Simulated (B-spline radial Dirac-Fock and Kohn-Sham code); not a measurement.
# Core and valence levels of Ce²⁵⁺

System: Ce²⁵⁺ in the configuration [Ar] 3d10 4s2 4p3; nuclear rms radius 4.8771 fm (A = 140).

Model: Dirac-Fock ΔSCF + Breit + QED. Program: a radial B-spline solver. No correlation. Energies are counted from the vacuum level. Subshells whose hole state is unreliable or did not converge are left out.

All terms are in eV, carry their sign (relaxation lowers the binding energy) and add up to the binding energy; ⟨r⟩ is the mean radius of the orbital in the initial state.

```tsv
subshell	−ε (Koopmans)	relaxation	Gaunt	retardation	QED	binding energy	⟨r⟩ (bohr)
K	41475.2	-52.07	-112.85	9.48	-52.91	41266.8	0.025
L1	7404.4	-21.31	-11.25	0.73	-6.93	7365.6	0.104
L3	6571.2	-23.32	-14.01	2.67	-0.38	6536.2	0.094
M1	2213.4	-4.37	-2.02	0.13	-1.52	2205.6	0.274
M3	1957.5	-4.52	-2.43	0.50	-0.08	1950.9	0.275
M4	1680.0	-5.85	-1.43	0.13	0.15	1673.0	0.246
M5	1660.2	-5.64	-0.94	0.14	0.09	1653.8	0.250
N1	950.7	-0.44	-0.60	0.06	-0.42	949.3	0.578
N2,3	871.1	-0.43	-0.78	0.15	0.00	?	0.600
```

Question: Which binding energy belongs in the row of N2,3?

Answer: 870.0 eV, the sum of the terms in that row (to rounding).

For the deepest level, K (1s), the Breit terms make up -0.251 % of the binding energy, QED -0.128 % and orbital relaxation -0.126 %.

Spin-orbit splittings: 3d 19.21 eV.

Going to the tabulated ground configuration of the next ion removes an electron from N2,3 (4p), computed at 870.0 eV. NIST lists 862 ± 4 eV as the ionisation energy of this species (theoretical), -7.99 eV from the computed value. Where a p, d or f shell is open in either ion the computed value averages over both j values and all terms, while the table refers to the lowest levels; that difference holds spin-orbit splitting (largest in heavy or highly charged ions), term energies where several electrons share open shells, and correlation, and it can reach 10 % or more.
